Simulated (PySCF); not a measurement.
Molecule: `InChI=1S/C6H11B/c1-4-6(7)5(2)3/h4H,2,7H2,1,3H3/b6-4-`.

Bonds (- single, = double, # triple, : aromatic): B1-C2, C2=C3, C3-C4, C2-C5, C5=C6, C5-C7. B1 carries H8, H9; C3 carries H10; C4 carries H11, H12, H13; C6 carries H14, H15; C7 carries H16, H17, H18. Stereochemistry as in B/C(=C\C)C(=C)C. H15 is cis to C2; H14 is trans to C2.

Frames of a GFN2-xTB Langevin trajectory at 200 K; GIAO PBE0/pcSseg-1 shieldings in PySCF 2.14.0 with density-fitted response routines, gas phase, non-relativistic; equivalent atoms averaged within each frame.

Referencing at the same level of theory: 11B (100.07 ppm) against BF3·OEt2; TMS for 13C (186.93 ppm), 1H (31.72 ppm). The references are static minima.

Question: How do the shifts (ppm) fluctuate along the trajectory?

Answer: 
```csv
time (fs),B1,C2,C5,C3,C6,C4,C7,H8/H9,H10,H14
250,78.5,166.2,156.3,152.2,120.2,23.1,21.1,7.90,6.64,5.11
425,72.7,155.8,155.8,164.7,119.4,24.2,28.8,7.41,7.36,5.28
625,70.3,167.9,159.5,176.7,116.3,22.4,30.1,7.06,7.50,5.11
800,67.9,162.0,162.0,160.4,117.8,27.8,27.3,7.20,7.26,4.79
1000,64.3,164.7,165.9,164.6,121.6,27.4,17.8,6.94,7.04,5.41
mean of frames,70.8,163.3,159.9,163.7,119.1,25.0,25.0,7.30,7.16,5.14
standard deviation,5.3,4.7,4.2,8.9,2.1,2.5,5.3,0.37,0.34,0.23
```

5 frames give an uncertainty of the mean of about the standard deviation over 2.2 at best, since frames this close in time may not be independent; classical motion lacks zero-point vibration, and the reference would need the same averaging.
